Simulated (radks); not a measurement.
Os IV, 73 electrons, occupied as [Xe] 4f14 5d5. All-electron calculation, non-relativistic Kohn-Sham, LDA (Slater exchange, Perdew-Wang correlation), spin-polarised, spherical densities, point nucleus; open shells are filled with parallel spins first (spin-orbit coupling, left out, can overturn this in heavy ions); relativity is left out, which matters for an element this heavy. Program: a radial shooting solver on a logarithmic mesh with Libxc functionals.

Normalised radial functions P(r) = r R(r), r in bohr:

r           5s up   4f up    5d up
0.002391   0.0862  0.0000   0.0000
0.003163   0.1071  0.0000   0.0001
0.004219   0.1309  0.0000   0.0002
0.005627   0.1547  0.0000   0.0005
0.007505   0.1742  0.0000   0.0011
0.00993    0.1820  0.0001   0.0025
0.01324    0.1683  0.0003   0.0054
0.01767    0.1206  0.0008   0.0116
0.02337    0.0332  0.0021   0.0232
0.03117   -0.0943  0.0058   0.0455
0.04158   -0.2271  0.0154   0.0837
0.05546   -0.2961  0.0386   0.1415
0.07338   -0.2211  0.0888   0.2109
0.09787    0.0296  0.1930   0.2697
0.1305     0.3318  0.3796   0.2632
0.1727     0.4106  0.6536   0.1398
0.2304     0.0788  0.9948  -0.1064
0.3072    -0.4504  1.2865  -0.3536
0.4098    -0.5954  1.3882  -0.4021
0.5422    -0.0808  1.2472  -0.1553
0.7231     0.7226  0.9250   0.2993
0.9645     1.1343  0.5595   0.7142
1.276      0.9499  0.2747   0.8829
1.702      0.4947  0.1006   0.7783
2.27       0.1584  0.0260   0.5066
3.028      0.0284  0.0042   0.2338
4.006      0.0026  0.0004   0.0726
5.343      0.0001  0.0000   0.0125

5s up: eigenvalue -105.34 eV, 4 radial nodes at r = 0.0254, 0.0952, 0.240, 0.558 bohr, <r> = 1.10 bohr, 90 % of the charge inside 1.58 bohr. 4f up: eigenvalue -93.343 eV, 0 radial nodes, <r> = 0.542 bohr, 90 % of the charge inside 0.881 bohr. 5d up: eigenvalue -37.473 eV, 2 radial nodes at r = 0.206, 0.603 bohr, <r> = 1.58 bohr, 90 % of the charge inside 2.38 bohr.
